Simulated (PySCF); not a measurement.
A calculated (PW91, PySCF 2.14, x2c-TZVPPall with one added diffuse shell each of s, p, d, f type, the spin-free X2C one-electron Hamiltonian (Gaussian nucleus)) atom or ion has these occupied shells.

```
shell  electrons  orbital energy (eV)  rms radius, mean of both spins (bohr)
 1s α          1             -53517.5                                 0.0240
 1s β          1             -53517.5                                 0.0240
 2s α          1              -8912.6                                 0.0971
 2s β          1              -8912.6                                 0.0971
 2p α          3              -7925.6                                 0.0874
 2p β          3              -7925.6                                 0.0874
 3s α          1              -1984.8                                  0.251
 3s β          1              -1983.3                                  0.251
 3p α          3              -1680.4                                  0.251
 3p β          3              -1678.9                                  0.251
 3d α          5              -1280.6                                  0.230
 3d β          5              -1279.4                                  0.230
 4s α          1              -393.62                                  0.563
 4s β          1              -390.09                                  0.563
 4p α          3              -293.02                                  0.599
 4p β          3              -289.52                                  0.599
 4d α          5              -154.01                                  0.658
 4d β          5              -150.56                                  0.658
 5s α          1              -49.498                                   1.38
 5s β          1              -47.732                                   1.38
 5p α          3              -25.922                                   1.66
 5p β          3              -24.643                                   1.66
 4f α          7               -4.298                                   1.03
 6s α          1               -3.823                                   4.40
 6s β          1               -3.699                                   4.40
 4f β          3               -2.031                                   1.03
```

Name the element and its charge.

Dy (dysprosium, neutral), in [Xe] 4f10 6s2, one real determinant.
